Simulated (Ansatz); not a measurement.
Species: O2Se, SMILES `[Se](=O)=O` (charge 0, multiplicity 1), formula O2Se.

Question: How many basis functions does frozen-core CCSD(T)/cc-pVTZ // B3LYP-D3(BJ)/def2-TZVP in Ansatz (a first-principles code) use, how many core orbitals are frozen, and how many electrons are correlated?

Answer: 103 basis functions and 11 frozen orbitals, which leaves 28 correlated electrons (filled d shells below the valence shell are correlated). Core time is of the order of seconds.
